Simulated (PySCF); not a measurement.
Radial density of Ni⁺ (nickel, charge +1)

UHF, [Ar] 3d9, 2D determinant. Computed with PySCF 2.14 in 6-31G*, with the non-relativistic Hamiltonian (point nucleus).

| r (bohr) | 4πr²ρ (e/bohr) | 4πr²(ρα − ρβ) |
| --- | --- | --- |
| 0.00101 | 0.1768 | 0.0000 |
| 0.00170 | 0.4885 | 0.0000 |
| 0.00285 | 1.304 | 0.0000 |
| 0.00480 | 3.292 | 0.0000 |
| 0.00807 | 7.780 | 0.0000 |
| 0.0136 | 16.17 | 0.0001 |
| 0.0228 | 27.52 | 0.0001 |
| 0.0384 | 33.71 | 0.0002 |
| 0.0646 | 28.47 | 0.0011 |
| 0.109 | 29.43 | 0.0103 |
| 0.183 | 38.03 | 0.0939 |
| 0.307 | 20.69 | 0.4159 |
| 0.517 | 19.00 | 0.9577 |
| 0.869 | 16.45 | 0.8679 |
| 1.46 | 4.183 | 0.2968 |
| 2.46 | 0.3712 | 0.0303 |
| 4.14 | 0.0008694 | -0.0003 |
| 6.96 | 3.636e-05 | 0.0000 |
